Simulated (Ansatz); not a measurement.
`C[SiH](S)Cl` + NH₃ → `N[SiH](S)Cl` + CH₄ at 500 K and 1 bar (ligand exchange at the Si–C bond).

Gas-phase electronic energies from Ansatz, PBE0-D4/def2-TZVP geometries. CBS: MP2 limit from def2 TZ/QZ plus the TZ coupled-cluster correction, frozen cores. This one scheme is used for every species. One conformer a species, not always the lowest.

```
      species  CCSD(T)/CBS energy (Eh)  H − E (kJ/mol)  S (J/(mol·K))
`C[SiH](S)Cl`              -1187.79090           193.7          401.4
          NH₃                -56.50880           108.2          211.8
`N[SiH](S)Cl`              -1203.86139           165.7          393.7
          CH₄                -40.46206           135.6          206.8
```

H − E and S are ideal-gas, rigid-rotor, harmonic terms from PBE0-D4/def2-TZVP, for one conformer and one mirror image of each species. 1 Eh = 2625.50 kJ/mol, R = 8.31446 J/(mol·K).

**Question.** By hand: ΔE, ΔH, ΔS and ΔG.

**Answer.** ΔE = (-1203.86139) + (-40.46206) − (-1187.79090) − (-56.50880) = -0.02375 Eh = -62.4 kJ/mol. Δ(H − E) = 165.7 + 135.6 − 193.7 − 108.2 = -0.6, so ΔH = -63.0 kJ/mol. ΔS = 393.7 + 206.8 − 401.4 − 211.8 = -12.7 J/(mol·K). ΔG = -63.0 − 500 × (-12.7)/1000 = -56.6 kJ/mol.

**Question.** By hand: the equilibrium constant, and the temperature at which ΔG would vanish if ΔH and ΔS stayed fixed.

**Answer.** log₁₀ K = −ΔG/(RT ln 10) = 5.9. ΔG = 0 at ΔH/ΔS = 4961 K, far beyond where these terms or the molecules hold.

The number of gas molecules stays the same, so ΔS is small and ΔH decides. A doubt of 5 kJ/mol in ΔE shifts log₁₀ K by 0.5 here. Other conformers and mirror images would add mixing entropy, several J/(mol·K) or more a flexible species. These are equilibria of isolated gas molecules and say nothing of rates. Largest T1 diagnostic: 0.010 (customary marks: 0.02 for closed shells, 0.045 for open ones).
